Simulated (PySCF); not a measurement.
SMILES [OH][Hf]([OH])([OH])[OH] (H4HfO4), CAM-B3LYP/def2-SVP optimised geometry.

```
9

Hf    -0.96    -1.36     0.00
O     -1.61    -2.27    -1.58
H     -1.92    -2.72    -2.37
O     -1.61    -2.28     1.58
H     -1.93    -2.73     2.35
O      0.97    -1.36     0.00
H      1.93    -1.36    -0.01
O     -1.61     0.46     0.00
H     -1.93     1.36    -0.01
```

Density from CAM-B3LYP/def2-TZVP, def2 effective core potentials past Kr run with PySCF at that geometry. The core electrons that the potentials of Hf replace are not part of the density.

Minimum of the electron density along straight lines between bonded atoms, close to the bond critical point (lines longer than 1.1 times the sum of covalent radii, or with two minima, are not listed):

```
bond   length / Å  ρ at the minimum / e bohr⁻³  ∇²ρ there / e bohr⁻⁵  position (fraction from the first atom)
-----  ----------  ---------------------------  --------------------  ---------------------------------------
O2–H3       0.955                        0.357                 -2.49                                     0.81
O4–H5       0.955                        0.357                 -2.49                                     0.81
O6–H7       0.955                        0.357                 -2.49                                     0.81
O8–H9       0.955                        0.357                 -2.49                                     0.81
```
